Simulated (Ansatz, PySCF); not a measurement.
Gas-phase reaction in SMILES: N[SiH2] -> [NH][SiH3]
Each molecule is optimised on its own at B3LYP-D3(BJ)/def2-TZVP (Ansatz, an electronic-structure program), one conformer each, not searched for the lowest. Frequencies are from Ansatz or PySCF.

Property: isomerisation energy (enthalpy at 298 K, with B3LYP-D3(BJ) rigid-rotor harmonic-oscillator terms), in kcal/mol. Valence correlation only, unless marked. UHF or UKS for open shells. Spin-orbit coupling is left out. Non-relativistic. Basis-set limits of correlation are two-point, X^-3; Hartree-Fock from the larger set. [CCSD(T)-MP2]/basis is that difference in the basis named.

| level | program | isomerisation energy (kcal/mol) |
|---|---|---|
| r2SCAN-D4/def2-TZVPD | Ansatz + dftd4 | 19.2 |
| B3LYP-D3(BJ)/def2-TZVPD | Ansatz + dftd3 | 18.6 |
| HSE06/def2-TZVPD | Ansatz | (withheld) |
| SCS-MP2/6-31G* | Ansatz | 19.0 |
| SCS-MP2/aug-cc-pV(D+d)Z | Ansatz | 19.8 |
| RI-MP2/CBS(aug-cc-pV(T+d)Z,aug-cc-pV(Q+d)Z)+[CCSD(T)-MP2]/aug-cc-pV(T+d)Z | Ansatz | (withheld) |

### Question
Some entries are withheld; supply them.

### Answer

- HSE06/def2-TZVPD, isomerisation energy (kcal/mol): 20.7
- RI-MP2/CBS(aug-cc-pV(T+d)Z,aug-cc-pV(Q+d)Z)+[CCSD(T)-MP2]/aug-cc-pV(T+d)Z, isomerisation energy (kcal/mol): 19.6
